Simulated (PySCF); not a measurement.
Zero-point energy (kcal/mol) of eight silicon and germanium compounds: PBE-D3(BJ) beside r2SCAN-D4, computed with PySCF for isolated molecules in the bases named; differences from unrounded values. The eight are the first of their class met in an unordered collection, after screening for sound electronic states; none was chosen by its value. Each level has its own optimised geometry.

```tsv
molecule	basis	r2SCAN-D4	PBE-D3(BJ)	difference
Si(F)3(NCO) (CF3NOSi), SMILES [Si](F)(F)(F)N=C=O	def2-SVP	14.94	14.49	-0.46
C3H7NSi, SMILES N(CC#C)[SiH3]	def2-SVP	55.45	54.00	-1.45
Si(All)(Cl)2(F) (C₃H₅Cl₂FSi), SMILES C([Si](Cl)(F)Cl)C=C	def2-SVP	48.31	…	…
C2H8O2Si, SMILES CO[Si@H](O)C	def2-SVP	63.96	62.30	-1.66
CH₇FN₂Si, SMILES CN[Si@H](N)F	def2-SVP	58.16	…	…
Ge(H)(Cl)2(vinyl) (C2H4Cl2Ge), SMILES C=[CH][GeH]([Cl])[Cl]	def2-SVP	33.26	…	…
H7NO2Si2, SMILES O([SiH2]O)[SiH2]N	def2-SVP	50.14	48.83	-1.30
CH9FOSi3, SMILES C[SiH2][SiH2]O[SiH2]F	def2-SVP	60.46	58.81	-1.65
```

### Question
What belongs in the gaps? (An estimate is asked for; the answer gives what the named calculation found.)

### Answer

- Ge(H)(Cl)2(vinyl) (C2H4Cl2Ge), SMILES C=[CH][GeH]([Cl])[Cl], PBE-D3(BJ): 32.33
- Ge(H)(Cl)2(vinyl) (C2H4Cl2Ge), SMILES C=[CH][GeH]([Cl])[Cl], difference: -0.93
- CH₇FN₂Si, SMILES CN[Si@H](N)F, PBE-D3(BJ): 56.64
- CH₇FN₂Si, SMILES CN[Si@H](N)F, difference: -1.52
- Si(All)(Cl)2(F) (C₃H₅Cl₂FSi), SMILES C([Si](Cl)(F)Cl)C=C, PBE-D3(BJ): 47.13
- Si(All)(Cl)2(F) (C₃H₅Cl₂FSi), SMILES C([Si](Cl)(F)Cl)C=C, difference: -1.19

PBE-D3(BJ) lies below r2SCAN-D4 in 8 and above it in 0 of the eight; the mean signed difference is -1.27 and the largest -1.66 kcal/mol.
